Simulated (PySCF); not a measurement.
Coordinates in bohr (charge 0 multiplicity 1):
```
Ce    0.0000    0.0000   -0.1763
N     0.0000    0.0000   -3.4062
F     0.0000    0.0000    3.8057
```

Computed with B3LYP in PySCF with Ce def2-SVP with ECP28, N def2-SVP, F def2-SVP; scalar-relativistic core potentials, no spin–orbit coupling; density-fitted integrals.

This geometry of FCeN is a stationary point at this level.

Task: What is the point group?

Result: C∞v.

Task: Is it a minimum?

Result: No: it has 2 imaginary modes (one degenerate set), at 91i cm⁻¹ (π).

Task: List the harmonic modes with their infrared intensities.

Result: 
```
symmetry  ω (cm⁻¹)  IR (km/mol, summed over degenerate members)     type
       π       91i                                            –     bend
      σ+       513                                          145  stretch
      σ+      1022                                          193  stretch
```

Task: What are the dipole moment and the gap between the highest occupied and lowest empty levels?

Result: 2.52 D and 3.50 eV.

In C∞v the vibrations span π + 2σ+.

Stability towards spin polarisation was not tested. Other isomers or separated fragments may lie lower. At this level a singlet minimum of Cs symmetry lies 12 kJ/mol below this structure.
